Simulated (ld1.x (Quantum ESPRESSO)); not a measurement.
An all-electron radial function and its pseudo partner (Mg (Z = 12))

Columns: radius, all-electron u(r) and pseudo u(r) of the 2p shell (level -48.70 eV) of magnesium in the configuration [He] 2s2 2p6 3s1 3p1; PBE, non-relativistic, RRKJ scheme, ld1.x (Quantum ESPRESSO) 7.5.

```json
{"r (bohr)": "0.130", "all-electron": "0.4311", "pseudo": "0.1934"}
{"r (bohr)": "0.260", "all-electron": "0.8985", "pseudo": "0.6432"}
{"r (bohr)": "0.390", "all-electron": "1.1177", "pseudo": "1.0673"}
{"r (bohr)": "0.520", "all-electron": "1.1465", "pseudo": "1.2532"}
{"r (bohr)": "0.650", "all-electron": "1.0707", "pseudo": "1.1888"}
{"r (bohr)": "0.780", "all-electron": "0.9493", "pseudo": "1.0050"}
{"r (bohr)": "0.910", "all-electron": "0.8155", "pseudo": "0.8259"}
{"r (bohr)": "1.040", "all-electron": "0.6861", "pseudo": "0.6863"}
{"r (bohr)": "1.170", "all-electron": "0.5692", "pseudo": "0.5692"}
{"r (bohr)": "1.300", "all-electron": "0.4674", "pseudo": "0.4674"}
{"r (bohr)": "1.430", "all-electron": "0.3809", "pseudo": "0.3809"}
{"r (bohr)": "1.560", "all-electron": "0.3086", "pseudo": "0.3086"}
{"r (bohr)": "1.690", "all-electron": "0.2487", "pseudo": "0.2487"}
{"r (bohr)": "1.820", "all-electron": "0.1998", "pseudo": "0.1998"}
{"r (bohr)": "1.950", "all-electron": "0.1600", "pseudo": "0.1600"}
{"r (bohr)": "2.080", "all-electron": "0.1280", "pseudo": "0.1280"}
{"r (bohr)": "2.210", "all-electron": "0.1022", "pseudo": "0.1022"}
{"r (bohr)": "2.340", "all-electron": "0.0816", "pseudo": "0.0816"}
{"r (bohr)": "2.470", "all-electron": "0.0650", "pseudo": "0.0650"}
{"r (bohr)": "2.600", "all-electron": "0.0517", "pseudo": "0.0517"}
{"r (bohr)": "2.730", "all-electron": "0.0411", "pseudo": "0.0411"}
{"r (bohr)": "2.860", "all-electron": "0.0327", "pseudo": "0.0327"}
{"r (bohr)": "2.990", "all-electron": "0.0259", "pseudo": "0.0259"}
{"r (bohr)": "3.120", "all-electron": "0.0205", "pseudo": "0.0205"}
{"r (bohr)": "3.250", "all-electron": "0.0163", "pseudo": "0.0163"}
{"r (bohr)": "3.380", "all-electron": "0.0129", "pseudo": "0.0129"}
```

Problem. How many radial nodes do the two functions have?

Solution. The all-electron 2p function has n − l − 1 = 0; the pseudo-wave has 0.

Problem. At about which radius was the pseudo-wave matched?

Solution. 1.10 bohr, where the columns begin to agree (steps of 0.13 bohr).

Problem. Is the pseudo-wave norm-conserving?

Solution. Yes: the RRKJ scheme keeps the norm inside the radius equal to the all-electron one, which fixes the energy derivative of the logarithmic derivative at the level.
